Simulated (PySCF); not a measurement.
# 4-(dimethylamino)thiophenol (SMILES c1c(N(C)C)ccc(S)c1)

Molfile (atoms numbered from 1):
```
C8H11NS
     RDKit          3D

 21 21  0  0  0  0  0  0  0  0999 V2000
   -2.4347    0.8898   -0.3935 C   0  0  0  0  0  0  0  0  0  0  0  0
   -1.6282    0.0258    0.4231 N   0  0  0  0  0  0  0  0  0  0  0  0
   -2.2402   -0.7056    1.4981 C   0  0  0  0  0  0  0  0  0  0  0  0
   -0.2532    0.1242    0.3648 C   0  0  0  0  0  0  0  0  0  0  0  0
    0.3868    0.9608   -0.5730 C   0  0  0  0  0  0  0  0  0  0  0  0
    1.7726    1.0431   -0.6429 C   0  0  0  0  0  0  0  0  0  0  0  0
    2.5851    0.3041    0.2202 C   0  0  0  0  0  0  0  0  0  0  0  0
    4.3545    0.3647    0.1885 S   0  0  0  0  0  0  0  0  0  0  0  0
    1.9622   -0.5188    1.1639 C   0  0  0  0  0  0  0  0  0  0  0  0
    0.5784   -0.6056    1.2410 C   0  0  0  0  0  0  0  0  0  0  0  0
   -2.3081    1.9630   -0.1475 H   0  0  0  0  0  0  0  0  0  0  0  0
   -2.2037    0.7656   -1.4653 H   0  0  0  0  0  0  0  0  0  0  0  0
   -3.4933    0.6346   -0.2576 H   0  0  0  0  0  0  0  0  0  0  0  0
   -3.3302   -0.6915    1.3723 H   0  0  0  0  0  0  0  0  0  0  0  0
   -1.9247   -1.7632    1.5034 H   0  0  0  0  0  0  0  0  0  0  0  0
   -2.0070   -0.2833    2.4955 H   0  0  0  0  0  0  0  0  0  0  0  0
   -0.1995    1.5638   -1.2658 H   0  0  0  0  0  0  0  0  0  0  0  0
    2.2222    1.7052   -1.3879 H   0  0  0  0  0  0  0  0  0  0  0  0
    4.4619    1.2174   -0.8510 H   0  0  0  0  0  0  0  0  0  0  0  0
    2.5683   -1.1054    1.8595 H   0  0  0  0  0  0  0  0  0  0  0  0
    0.1445   -1.2581    1.9980 H   0  0  0  0  0  0  0  0  0  0  0  0
  1  2  1  0
  2  3  1  0
  2  4  1  0
  4  5  1  0
  5  6  2  0
  6  7  1  0
  7  8  1  0
  7  9  2  0
  9 10  1  0
 10  4  2  0
  1 11  1  0
  1 12  1  0
  1 13  1  0
  3 14  1  0
  3 15  1  0
  3 16  1  0
  5 17  1  0
  6 18  1  0
  8 19  1  0
  9 20  1  0
 10 21  1  0
M  END
```

Method used: quadratic response CAM-B3LYP/def2-SVPD first hyperpolarisability, Taylor convention, gas phase (PySCF 2.14.0). Geometry: PBE0-D3(BJ)/def2-SVP.

(1) Give β for the processes computed.

(2) Which lowest excitations, dipole and polarisabilities go with it?

Results:

(1) In au, Taylor convention; the vector part is βᵢ = ⅓ Σⱼ (βᵢⱼⱼ + βⱼᵢⱼ + βⱼⱼᵢ); β∥ is 3/5 of the vector part along the dipole, the dipole points from − to +:
```
                   process  λ (nm)  β vector norm     β∥  β HRS  depolarisation ratio
           static β(0;0,0)       ∞          397.3  227.2  175.0                  4.16
second harmonic β(−2ω;ω,ω)    1907          424.9  243.1  187.2                  4.16
         Pockels β(−ω;ω,0)    1907          406.1  232.3      –                     –
second harmonic β(−2ω;ω,ω)    1064          501.3  286.8  220.9                  4.17
         Pockels β(−ω;ω,0)    1064          427.0  244.3      –                     –
```

(2) S1 4.32 eV (f = 0.039); S2 4.71 eV (f = 0.007); S3 5.03 eV (f = 0.415); dipole 3.22 D; isotropic α 130.9 au static, 131.5 au at 1907 nm, 132.9 au at 1064 nm, 133.5 au at 953.5 nm, 140.3 au at 532 nm.
